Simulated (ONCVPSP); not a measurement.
# Before and after: ONCV potential for tungsten

```
Element                 : tungsten (W)
Generator               : ONCVPSP 4.0.1
Type                    : optimised norm-conserving Vanderbilt (ONCV)
Functional              : revPBE
Relativity              : scalar-relativistic
Frozen core             : [Xe] 4f14
Valence charge          : 6
Reference configuration : 5d4 6s2
Partial waves           : 6s: rc 2.70 bohr, ncon 3, nbas 7, qcut 2.8 1/bohr, 2 projectors, debl 1.1 Ha; p scattering state at 0.05 Ha: rc 2.65 bohr, ncon 4, nbas 8, qcut 3.5 1/bohr, local; 5d: rc 2.65 bohr, ncon 4, nbas 9, qcut 6.3 1/bohr, 2 projectors, debl 3.5 Ha
Local potential         : the p channel
Core correction         : none
```

Change: p: qcut 4.2.

Cutoffs: the cutoffs (Ha) at which the residual kinetic energy of the hardest occupied pseudo-wave falls to 1 and 0.1 mHa per electron; they do not see the model core or the augmentation charge, which bear on the density cutoff. Errors are all-electron minus pseudo energies relative to the spin-unpolarised reference configuration.

Task: Predict the effect on cutoff, ghosts and configuration errors.

Result: The potential gets neither clearly harder nor softer (12 Ha and 15 Ha → 12 Ha and 15 Ha); of the 4 tests that both files solve, the error grows in 1 and shrinks in 0 by more than 15 % and 0.3 meV (median size 17.2 → 19.1 meV); neither file shows a bound ghost.

```tsv
quantity	base	changed
cutoff, loose	12 Ha	12 Ha
cutoff, tight	15 Ha	15 Ha
bound ghosts	none	none
GHOST(+) flags under 300 eV	none	none
error for 5d4 6s1, meV [ΔE 8.81 eV]	-3.9	-3.7
error for 5d4 6s0, meV [ΔE 24.35 eV]	+32	+35
error for 5d3 6s0, meV [ΔE 49.63 eV]	+30	+38
error for 5d4 6s1.5, meV [ΔE 3.60 eV]	-1.9	-1.9
s: phases at 2.75 bohr within 0.05 rad from the reference energy up to (Ha; the scan ends near 5)	2.1	2.1
p: phases at 2.70 bohr within 0.05 rad from the reference energy up to (Ha; the scan ends near 5)	0.8	0.6
d: phases at 2.70 bohr within 0.05 rad from the reference energy up to (Ha; the scan ends near 5)	0.6	0.6
```
